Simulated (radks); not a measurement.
Valence configurations of neutral tin (all share [Kr]). Calculated with a radial shooting solver on a logarithmic mesh with Libxc functionals: scalar-relativistic Kohn-Sham, PBE, spin-polarised, spherical densities, point nucleus; open shells are filled with parallel spins first (spin-orbit coupling, left out, can overturn this in heavy ions). Energies are relative to 4d10 5s2 5p2; eigenvalues in eV for spin up.

valence           E (eV)  moment (Bohr magnetons)    e(4d)   e(5p)    e(5s)
4d10 5s2 5p2       0.000                        2  -25.754  -4.157  -10.971
4d10 5s1.5 5p2.5   2.680                        3  -26.413  -4.609  -11.586
4d10 5s1 5p3       5.114                        4  -27.013  -5.003  -12.141
4d9.5 5s2 5p2.5   11.191                        3  -28.788  -4.808  -12.074
4d10 5p4          14.196                        2  -28.662  -5.373        -
4d9.5 5s1 5p3.5   17.584                        4  -30.170  -5.557  -13.132
4d9 5s2 5p3       23.332                        4  -31.811  -5.436  -13.134
4d8.5 5s2 5p3.5   37.432                        4  -34.979  -5.939  -14.068
4d8 5s2 5p4       52.501                        4  -38.119  -6.406  -14.951

NIST lists [Kr] 4d10 5s2 5p2 as the ground configuration; this level of theory agrees among the configurations tried. The energies are those of spherical high-spin densities, not of single terms.
